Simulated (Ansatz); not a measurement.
The pair A = PH3 (SMILES P) (first 4 atoms), B = Si2H6 (SMILES [SiH3][SiH3]); geometry from B3LYP-D3(BJ)/def2-TZVP.
(charge 0, multiplicity 1):
```xyz
12

P     -0.3602     0.2282    -0.0754
H      0.7813    -0.1793     0.6606
H      0.3673     1.1782    -0.8387
H     -0.7495     1.1836     0.8977
Si     0.6779     0.8170     3.9747
Si    -0.8075    -0.9964     3.9128
H      0.0240     2.0419     3.4547
H      1.8792     0.5342     3.1534
H      1.1072     1.0662     5.3729
H     -1.9922    -0.7118     4.7584
H     -0.1404    -2.2180     4.4252
H     -1.2680    -1.2560     2.5277
```

Frozen-core correlation. MP2 and its Hartree–Fock in aug-cc-pV(T+d)Z are density fitted.

The values were computed with Ansatz (Gaussian orbitals). Each number belongs to the level named beside it.

The counterpoise-corrected interaction energy is E(AB) − E(A in the pair's basis) − E(B in the pair's basis). Total energies (hartree):

| level | AB | A in the pair's basis | B in the pair's basis |
|---|---|---|---|
| HF/aug-cc-pV(D+d)Z | -923.8280622 | -342.4775909 | -581.3530758 |
| MP2/aug-cc-pV(D+d)Z | -924.1989918 | -342.6203382 | -581.5771816 |
| HF/aug-cc-pV(T+d)Z | -923.8645495 | -342.4904035 | -581.3767186 |
| MP2/aug-cc-pV(T+d)Z | -924.3121541 | -342.6640457 | -581.6460557 |
| CCSD(T)/aug-cc-pV(D+d)Z | -924.2941465 | -342.6550930 | -581.6376701 |

Q: Work out the counterpoise-corrected interaction energy at the basis-set limit: extrapolate the MP2 correlation part as X⁻³, take Hartree–Fock from the larger set, and add the CCSD(T) − MP2 difference of aug-cc-pV(D+d)Z.

A: 
1. Differences (1 hartree = 627.509 kcal/mol): HF/aug-cc-pV(D+d)Z 1.634; MP2/aug-cc-pV(D+d)Z -0.924; HF/aug-cc-pV(T+d)Z 1.614; MP2/aug-cc-pV(T+d)Z -1.288; CCSD(T)/aug-cc-pV(D+d)Z -0.868.
2. Correlation parts, MP2 less HF: -2.558 in aug-cc-pV(D+d)Z (X = 2), -2.902 in aug-cc-pV(T+d)Z (X = 3).
3. Limit (3³·(-2.902) − 2³·(-2.558))/(3³ − 2³) = -3.048; with HF/aug-cc-pV(T+d)Z it gives -1.433.
4. CCSD(T) less MP2 in aug-cc-pV(D+d)Z: 0.056.
Result: -1.38 kcal/mol, against -0.92 at MP2/aug-cc-pV(D+d)Z. It is an estimate of this method's limit, not of the exact value.

Ansatz is an electronic-structure program.
